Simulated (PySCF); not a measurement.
## Cu (copper, neutral) across methods

[Ar] 3d10 4p1, 2P determinant (an excited configuration). Computed with PySCF 2.14 in aug-cc-pwCVTZ-DK, with scalar relativity by spin-free X2C-1e.

```tsv
method	E (hartree)	mean ε 3d β (eV)	mean ε 3d α (eV)	mean ε 4p α (eV)	Σ⟨r²⟩ (bohr²)	⟨S²⟩
r2SCAN	-1654.605	-7.310	-7.308	-2.240	41.74	0.922
LDA	-1651.778	-7.322	-7.385	-2.127	42.65	0.785
PW91	-1654.820	-7.185	-7.243	-2.167	42.96	0.840
BHandHLYP	-1654.569	-11.573	-11.585	-2.820	44.97	0.761
UHF	-1653.03231	-15.726	-15.660	-3.420	49.66	0.757
PBE	-1654.412	-7.119	-7.176	-2.140	43.13	0.839
PBE0	-1654.393	-9.272	-9.296	-2.561	43.92	0.781
BP86	-1654.929	-7.280	-7.334	-2.249	42.52	0.856
```

⟨S²⟩ = 0.92 against 0.75 shows spin contamination.
